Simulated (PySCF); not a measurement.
# How methods differ on the excitation energy of Pt

Pt [Xe] 4f14 5d9 6s1 (3D) → Pt [Xe] 4f14 5d8 6s2 (3F), as a difference of total energies. All numbers are calculated (PySCF 2.14, a scalar-relativistic core potential, in aug-cc-pwCVTZ-PP with ECP60MDF). Correlated levels: valence: 5s2 5p6 frozen; valence and next inner shell: nothing frozen outside the core potential. The calculations carry no spin-orbit coupling.

```tsv
method	excitation energy (cm⁻¹)	error (cm⁻¹)
UHF	2320.7	-880
LDA	4952.2	+1752
PBE	4520.3	+1320
PBE0	4654.9	+1454
r2SCAN	2458.6	-742
revPBE	4712.2	+1512
HSE06	4392.8	+1192
PBEsol	4834.8	+1634
MP2 (valence)	4902.3	+1702
SCS-MP2 (valence)	3891.2	+691
MP2 (valence and next inner shell)	3631.9	+431
SCS-MP2 (valence and next inner shell)	2421.9	-779
```

Reference: 3200.6 cm⁻¹ (measured; NIST levels, between the centres of gravity of the two terms).

Errors of the correlated levels include the incompleteness of this basis and the frozen core.
